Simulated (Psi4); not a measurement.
Job for Psi4: SAPT0/jun-cc-pV(D+d)Z on C2H7NO (a complex).

```
memory 2025 MB

molecule dimer {
0 1
C     0.08629184    0.29096822    0.74281492
O    -0.32809843   -0.83120190    0.60768730
H     1.14558014    0.50676769    0.96734744
H    -0.55627815    1.17827513    0.60106447
--
0 1
C     0.24823088   -0.51783601    3.87959862
N    -0.24448694    0.75988887    3.36113679
H     1.33814469   -0.49148800    3.91494909
H    -0.03823762   -1.31371897    3.19161875
H    -0.12011756   -0.77284743    4.88018048
H     0.07301301    1.53437517    3.93145541
H    -1.25741269    0.78058376    3.36230742
units angstrom
symmetry c1
no_reorient
no_com
}

set {
  basis jun-cc-pV(D+d)Z
  scf_type df
  freeze_core true
}

energy('sapt0')
```

It printed:

```
[...]
==> Input File <==

--------------------------------------------------------------------------
memory 2025 MB

molecule dimer {
0 1
C     0.08629184    0.29096822    0.74281492
O    -0.32809843   -0.83120190    0.60768730
H     1.14558014    0.50676769    0.96734744
H    -0.55627815    1.17827513    0.60106447
--
0 1
C     0.24823088   -0.51783601    3.87959862
N    -0.24448694    0.75988887    3.36113679
H     1.33814469   -0.49148800    3.91494909
H    -0.03823762   -1.31371897    3.19161875
H    -0.12011756   -0.77284743    4.88018048
H     0.07301301    1.53437517    3.93145541
H    -1.25741269    0.78058376    3.36230742
units angstrom
symmetry c1
no_reorient
no_com
}

set {
  basis jun-cc-pV(D+d)Z
  scf_type df
  freeze_core true
}

energy('sapt0')
--------------------------------------------------------------------------


   => Loading Basis Set <=

    Name: JUN-CC-PV(D+D)Z
    Role: ORBITAL
    Keyword: BASIS
    atoms 1, 5      entry C          line   188 file jun-cc-pv_dpd_z.gbs
    atoms 2         entry O          line   256 file jun-cc-pv_dpd_z.gbs
    atoms 3-4, 7-11 entry H          line    60 file jun-cc-pv_dpd_z.gbs
    atoms 6         entry N          line   222 file jun-cc-pv_dpd_z.gbs

   => Loading Basis Set <=

    Name: JUN-CC-PV(D+D)Z
    Role: ORBITAL
    Keyword: BASIS
    atoms 1, 5      entry C          line   188 file jun-cc-pv_dpd_z.gbs
    atoms 2         entry O          line   256 file jun-cc-pv_dpd_z.gbs
    atoms 3-4, 7-11 entry H          line    60 file jun-cc-pv_dpd_z.gbs
    atoms 6         entry N          line   222 file jun-cc-pv_dpd_z.gbs


  //>>>>>>>>>>>>>>>>>>>>>>>>>>>>>>>>>>>//
  //              Dimer HF             //
  //<<<<<<<<<<<<<<<<<<<<<<<<<<<<<<<<<<<//

   => Libint2 <=

    Primary   basis highest AM E, G, H:  7, 6, 3
    Auxiliary basis highest AM E, G, H:  7, 7, 4
    Onebody   basis highest AM E, G, H:  -, -, -
    Solid Harmonics ordering:            Gaussian


   => Loading Basis Set <=

    Name: JUN-CC-PV(D+D)Z
    Role: ORBITAL
    Keyword: BASIS
    atoms 1, 5      entry C          line   188 file jun-cc-pv_dpd_z.gbs
    atoms 2         entry O          line   256 file jun-cc-pv_dpd_z.gbs
    atoms 3-4, 7-11 entry H          line    60 file jun-cc-pv_dpd_z.gbs
    atoms 6         entry N          line   222 file jun-cc-pv_dpd_z.gbs


         ---------------------------------------------------------
                                   SCF
               by Justin Turney, Rob Parrish, Andy Simmonett
                          and Daniel G. A. Smith
                              RHF Reference
                        1 Threads,   1931 MiB Core
         ---------------------------------------------------------

  ==> Geometry <==

    Molecular point group: c1
    Full point group: C1

    Geometry (in Angstrom), charge = 0, multiplicity = 1:

       Center              X                  Y                   Z               Mass
    ------------   -----------------  -----------------  -----------------  -----------------
         C            0.086291840000     0.290968220000     0.742814920000    12.000000000000
         O           -0.328098430000    -0.831201900000     0.607687300000    15.994914619570
         H            1.145580140000     0.506767690000     0.967347440000     1.007825032230
         H           -0.556278150000     1.178275130000     0.601064470000     1.007825032230
         C            0.248230880000    -0.517836010000     3.879598620000    12.000000000000
         N           -0.244486940000     0.759888870000     3.361136790000    14.003074004430
         H            1.338144690000    -0.491488000000     3.914949090000     1.007825032230
         H           -0.038237620000    -1.313718970000     3.191618750000     1.007825032230
         H           -0.120117560000    -0.772847430000     4.880180480000     1.007825032230
         H            0.073013010000     1.534375170000     3.931455410000     1.007825032230
         H           -1.257412690000     0.780583760000     3.362307420000     1.007825032230

  Running in c1 symmetry.

  Rotational constants: A =      0.43286  B =      0.03850  C =      0.03665 [cm^-1]
  Rotational constants: A =  12976.81541  B =   1154.28291  C =   1098.70967 [MHz]
  Nuclear repulsion =  121.154009109991705

  Charge       = 0
  Multiplicity = 1
  Electrons    = 34
  Nalpha       = 17
  Nbeta        = 17

  ==> Algorithm <==

  SCF Algorithm Type is DF.
  DIIS enabled.
  MOM disabled.
  Fractional occupation disabled.
  Guess Type is SAD.
  Energy threshold   = 1.00e-08
  Density threshold  = 1.00e-08
  Integral threshold = 1.00e-12

  ==> Primary Basis <==

  Basis Set: JUN-CC-PV(D+D)Z
    Blend: JUN-CC-PV(D+D)Z
    Number of shells: 53
    Number of basis functions: 107
    Number of Cartesian functions: 111
    Spherical Harmonics?: true
    Max angular momentum: 2

   => Loading Basis Set <=

    Name: (JUN-CC-PV(D+D)Z AUX)
    Role: JKFIT
    Keyword: DF_BASIS_SCF
    atoms 1
[...]
32551989
    Total Energy =                        -95.2276840013447554

Computation Completed


Properties will be evaluated at   0.000000,   0.000000,   0.000000 [a0]

Properties computed using the SCF density matrix


 Multipole Moments:

 ------------------------------------------------------------------------------------
     Multipole            Electronic (a.u.)      Nuclear  (a.u.)        Total (a.u.)
 ------------------------------------------------------------------------------------

 L = 1.  Multiply by 2.5417464519 to convert [e a0] to [Debye]
 Dipole X            :          0.2352048           -0.4282752           -0.1930703
 Dipole Y            :         -3.7460435            3.6832851           -0.0627583
 Dipole Z            :       -124.3537884          124.8845549            0.5307665
 Magnitude           :                                                    0.5682674

 ------------------------------------------------------------------------------------

  Constructing Basis Sets for SAPT...

   => Loading Basis Set <=

    Name: (JUN-CC-PV(D+D)Z AUX)
    Role: RIFIT
    Keyword: DF_BASIS_SAPT
    atoms 1, 5      entry C          line   100 file jun-cc-pvdz-ri.gbs
    atoms 2         entry O          line   188 file jun-cc-pvdz-ri.gbs
    atoms 3-4, 7-11 entry H          line    30 file jun-cc-pvdz-ri.gbs
    atoms 6         entry N          line   144 file jun-cc-pvdz-ri.gbs

   => Loading Basis Set <=

    Name: (JUN-CC-PV(D+D)Z AUX)
    Role: JKFIT
    Keyword: DF_BASIS_ELST
    atoms 1, 5      entry C          line   146 file jun-cc-pvdz-jkfit.gbs
    atoms 2         entry O          line   258 file jun-cc-pvdz-jkfit.gbs
    atoms 3-4, 7-11 entry H          line    70 file jun-cc-pvdz-jkfit.gbs
    atoms 6         entry N          line   202 file jun-cc-pvdz-jkfit.gbs


  //>>>>>>>>>>>>>>>>>>>>>>>>>>>>>>>>>>>//
  //               SAPT0               //
  //<<<<<<<<<<<<<<<<<<<<<<<<<<<<<<<<<<<//



        SAPT0
    Ed Hohenstein
     6 June 2009

      Orbital Information
  --------------------------
    NSO        =       107
    NMO        =       107
    NRI        =       358
    NRI (Elst) =       477
    NOCC A     =         8
    NOCC B     =         9
    FOCC A     =         2
    FOCC B     =         2
    NVIR A     =        99
    NVIR B     =        98

    Elst10,r            =    -0.015337019803 [Eh]
    Exch10              =     0.018400518647 [Eh]
    Exch10 (S^2)        =     0.018188723819 [Eh]

    Maxiter = 50
    CPHF R converge = 1.000000E-08

    Iter     Energy [mEh]          dE [mEh]         Residual      Time [s]
       1      -1.91524941       1.915249413     1.071918e-02             0
       2      -2.00155097       0.086301560     3.665060e-03             0
       3      -2.17936145       0.177810480     1.200199e-03             0
       4      -2.18810686       0.008745402     5.161768e-04             0
       5      -2.17549233      -0.012614522     1.214101e-04             0
       6      -2.17685192       0.001359581     3.832917e-05             0
       7      -2.17714055       0.000288634     8.447821e-06             0
       8      -2.17698406      -0.000156491     4.645637e-06             0
       9      -2.17703976       0.000055707     1.333660e-06             0
      10      -2.17703438      -0.000005386     2.237730e-07             0
      11      -2.17703401      -0.000000371     3.765706e-08             0
      12      -2.17703422       0.000000214     5.689958e-09             0

    CHF Iterations converged

    Maxiter = 50
    CPHF R converge = 1.000000E-08

    Iter     Energy [mEh]          dE [mEh]         Residual      Time [s]
       1      -5.54446044       5.544460440     1.332003e-02             0
       2      -7.58914751       2.044687075     2.930959e-03             0
       3      -7.56490236      -0.024245158     1.102773e-03             0
       4      -7.54545450      -0.019447861     2.826789e-04             0
       5      -7.54591507       0.000460575     7.464101e-05             0
       6      -7.54732372       0.001408648     2.040975e-05             0
       7      -7.54730820      -0.000015516     6.207928e-06             0
       8      -7.54720175      -0.000106450     1.457560e-06             0
       9      -7.54722227       0.000020516     2.985545e-07             0
      10      -7.54722015      -0.000002123     6.150926e-08             0
      11      -7.54722011      -0.000000040     1.250283e-08             0
      12      -7.54722019       0.000000083     3.235794e-09             0

    CHF Iterations converged

    Ind20,r (A<-B)      =    -0.002177034221 [Eh]
    Ind20,r (B<-A)      =    -0.007547220189 [Eh]
    Ind20,r             =    -0.009724254410 [Eh]
    Exch-Ind20,r (A<-B) =     0.001289960428 [Eh]
    Exch-Ind20,r (B<-A) =     0.006405214741 [Eh]
    Exch-Ind20,r        =     0.007695175169 [Eh]
    Disp20              =    -0.006334469526 [Eh]
    Disp20 (SS)         =    -0.003167234763 [Eh]
    Disp20 (OS)         =    -0.003167234763 [Eh]
    Exch-Disp20         =     0.001281033941 [Eh]
    Exch-Disp20 (SS)    =     0.000697838676 [Eh]
    Exch-Disp20 (OS)    =     0.000583195265 [Eh]

    SAPT Results
  --------------------------------------------------------------------------------------------------------
    Electrostatics                -15.33701980 [mEh]      -9.62412523 [kcal/mol]     -40.26733995 [kJ/mol]
      Elst10,r                    -15.33701980 [mEh]      -9.62412523 [kcal/mol]     -40.26733995 [kJ/mol]

    Exchange                       18.40051865 [mEh]      11.54649977 [kcal/mol]      48.31055505 [kJ/mol]
      Exch10                       18.40051865 [mEh]      11.54649977 [kcal/mol]      48.31055505 [kJ/mol]
      Exch10(S^2)                  18.18872382 [mEh]      11.41359651 [kcal/mol]      47.75448781 [kJ/mol]

    Induction                      -4.79458407 [mEh]      -3.00864693 [kcal/mol]     -12.58817874 [kJ/mol]
      Ind20,r                      -9.72425441 [mEh]      -6.10206177 [kcal/mol]     -25.53102644 [kJ/mol]
      Exch-Ind20,r                  7.69517517 [mEh]       4.82879532 [kcal/mol]      20.20367962 [kJ/mol]
      delta HF,r (2)               -2.76550483 [mEh]      -1.73538048 [kcal/mol]      -7.26083192 [kJ/mol]

    Dispersion                     -5.05343559 [mEh]      -3.17107870 [kcal/mol]     -13.26779330 [kJ/mol]
      Disp20                       -6.33446953 [mEh]      -3.97493964 [kcal/mol]     -16.63114745 [kJ/mol]
      Exch-Disp20                   1.28103394 [mEh]       0.80386093 [kcal/mol]       3.36335415 [kJ/mol]
      Disp20 (SS)                  -3.16723476 [mEh]      -1.98746982 [kcal/mol]      -8.31557372 [kJ/mol]
      Disp20 (OS)                  -3.16723476 [mEh]      -1.98746982 [kcal/mol]      -8.31557372 [kJ/mol]
      Exch-Disp20 (SS)              0.69783868 [mEh]       0.43790038 [kcal/mol]       1.83217519 [kJ/mol]
      Exch-Disp20 (OS)              0.58319526 [mEh]       0.36596055 [kcal/mol]       1.53117896 [kJ/mol]

  Total HF                         -1.73108522 [mEh]      -1.08627238 [kcal/mol]      -4.54496363 [kJ/mol]
  Total SAPT0                      -6.78452081 [mEh]      -4.25735108 [kcal/mol]     -17.81275693 [kJ/mol]

  Special recipe for scaled SAPT0 (see Manual):
    Electrostatics sSAPT0         -15.33701980 [mEh]      -9.62412523 [kcal/mol]     -40.26733995 [kJ/mol]
    Exchange sSAPT0                18.40051865 [mEh]      11.54649977 [kcal/mol]      48.31055505 [kJ/mol]
    Induction sSAPT0               -4.52262714 [mEh]      -2.83799138 [kcal/mol]     -11.87415592 [kJ/mol]
    Dispersion sSAPT0              -5.00816227 [mEh]      -3.14266927 [kcal/mol]     -13.14892824 [kJ/mol]
  Total sSAPT0                     -6.46729057 [mEh]      -4.05828610 [kcal/mol]     -16.97986905 [kJ/mol]
  --------------------------------------------------------------------------------------------------------



*** Psi4 exiting successfully. Buy a developer a beer!
```

The run finished.

Cost: roughly 13 core-seconds.
